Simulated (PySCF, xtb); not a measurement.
C2H5FN2Si, SMILES C1[Si@H]([C@@H](F)N=1)N.

GFN2-xTB (xtb) at its own geometry gives an orbital gap of 2.66 eV and a dipole moment of 4.50 D.

The structure is a stationary point at PBE-D3(BJ)/def2-SVP. The structure was generated by enumeration; whether it is a known compound was not checked. Other conformers were not sampled.

**Question.** What does CAM-B3LYP/def2-TZVP (PySCF) give? (An estimate is asked for; the answer gives what the named calculation found.)

**Answer.** gap 8.49 eV (levels -8.52 and -0.03 eV), dipole 3.33 D.
